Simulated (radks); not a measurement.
The numbers below are computed, except where a source is named.
Problem. K, 19 electrons, occupied as [Ar] 4s1. Level of theory: scalar-relativistic Kohn-Sham, r2SCAN, spin-polarised, spherical densities, finite nucleus; open shells are filled with parallel spins first; meta-GGA in the generalised Kohn-Sham scheme; Fermi nuclear charge, rms radius 3.4349 fm (a radial shooting solver on a logarithmic mesh with Libxc functionals). Some entries of the table are withheld. Estimate them.

orbital,occ.,eigenvalue (hartree),<1/r> (bohr^-1),<r^2> (bohr^2)
1s up,1,-130.0538,18.71,0.008842
1s down,1,-130.0532,18.71,0.008842
2s up,1,-13.21112,3.816,0.1769
2s down,1,-13.21062,3.816,0.1769
2p up,3,-10.43366,3.704,0.1519
2p down,3,-10.43307,3.704,0.1519
3s up,1,-1.35082,1.092,(1)
3s down,1,-1.34922,1.090,(2)
3p up,3,-0.71455,(3),2.450
3p down,3,-0.71269,(4),2.429
4s up,1,-0.09535,0.2529,28.18

Solution. 
(1) 3s up <r^2> (bohr^2): 1.869
(2) 3s down <r^2> (bohr^2): 1.874
(3) 3p up <1/r> (bohr^-1): 0.9515
(4) 3p down <1/r> (bohr^-1): 0.9524
